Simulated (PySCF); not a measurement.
C₅H₅BOS, SMILES Bc1ccc(C=O)s1, singlet, GFN2-xTB optimised geometry. Atoms within 1.6 Å of the plane z = 0.0 Å (x, y, z in Å): B1 (0.75, 2.60, 0.00), C2 (0.52, 1.09, 0.00), C3 (1.47, 0.07, 0.00), C4 (0.94, -1.21, 0.00), C5 (-0.45, -1.21, 0.00), C6 (-1.32, -2.36, 0.00), O7 (-2.53, -2.33, 0.00), S8 (-1.07, 0.40, 0.00), H9 (-0.16, 3.32, 0.00), H10 (1.85, 3.00, 0.00), H11 (2.53, 0.28, 0.00), H12 (1.52, -2.11, 0.00), H13 (-0.77, -3.32, 0.00).

Calculation: B3LYP/def2-TZVP (PySCF 2.14.0). Cells within 0.4 Å of a nucleus heavier than hydrogen are left out (blank, or x).

Map of the Laplacian of the electron density (e/bohr⁵), clipped to [-1.50, 1.50] on the plane z = 0.0 Å:

```
|55555555555555555555555555555|
|55555555555555555555555555555|
|55555555555555555555555555555|
|55555555555555555555555555555|
|55555555555555555555555555555|
|55555555555554255555555555555|
|55555555555553035420555555555|
|555555555555554xx623555555555|
|5555555555555559x655555555555|
|55555555555555543555555555555|
|55555555555555512555555555555|
|555555555554554xx555555555555|
|555555555549933xx355555555555|
|55555555549xx45542x2035555555|
|55555555555995555xx1355555555|
|55555555555434565135555555555|
|55555555555525555055555555555|
|555555555555xx11xx55555555555|
|5555555666540x44x145555555555|
|55555560065335555305555555555|
|5555556xx0xx45555535555555555|
|55555562265335555555555555555|
|55555556655305555555555555555|
|55555555555515555555555555555|
|55555555555555555555555555555|
|55555555555555555555555555555|
|55555555555555555555555555555|
|55555555555555555555555555555|
|55555555555555555555555555555|
```
Scale: ten equal steps from -1.50 (start of '0') to 1.50 (end of '9'), in the order '0123456789'; x runs from -5.50 to 5.50, y from -5.50 (bottom) to 5.50 (top).
